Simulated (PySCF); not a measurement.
Bonds (- single, = double, # triple, : aromatic): C1-C2, C2#C3, C3-C4, C4:C5, C5-F6, C5:C7, C7:C8, C8:N9, N9-Si10, N9:C4. C1 carries H11, H12, H13; C7 carries H14; C8 carries H15; Si10 carries H16, H17, H18.

Computational details: PBE0-D3(BJ)/def2-SVP structure, NMR shieldings at PBE0/pcSseg-1/GIAO, in PySCF 2.14.0 with density-fitted response routines (one computed conformer, non-relativistic Hamiltonian, no solvent, averaged over atoms made equivalent by symmetry, fast rotation or ring inversion).

δ = σ(ref) − σ, references computed at the same level: TMS for $^{13}$C.

Do the $^{13}$C shifts follow the atomic charges (in e)? Tabulate both.

Answers


```
atoms  hybridisation  δ (ppm)  σ para (ppm)  Hirshfeld    IAO  Mulliken  ESP-fitted
   C5            sp2    166.2          -233      +0.06  +0.26     +0.28       +0.22
   C8            sp2    126.8          -192      -0.02  -0.09     +0.17       -0.19
   C4            sp2    108.3          -184      -0.01  -0.02     -0.00       +0.25
   C7            sp2    105.9          -185      -0.11  -0.26     -0.24       -0.42
   C2             sp    102.7          -186      -0.04  -0.03     -0.27       +0.28
   C3             sp     74.3          -136      -0.08  -0.10     +0.22       -0.51
   C1            sp3      5.9           -75      -0.09  -0.43     -0.22       -0.55
```

Correlation coefficients of δ with charge over these carbons: Hirshfeld +0.75, IAO +0.87, Mulliken +0.51, ESP-fitted +0.66; with the paramagnetic shielding -0.99. Among the 4 sp2 carbons alone: Hirshfeld +0.81, IAO +0.89, Mulliken +0.85, ESP-fitted +0.48. With so few points, grouped by hybridisation, these coefficients are fragile. Charge is one influence among several: hybridisation and low-lying excitations act through the paramagnetic term.

Shifts are as computed. Against solution values, carbons near 30 ppm lie about +2 ppm off and those near 130 ppm about +5 ppm. Of 1211 compounds with measured shifts, 218 miss one by over three times the rms of a fit or turn the order of signals round; such compounds aren't used in these exercises.
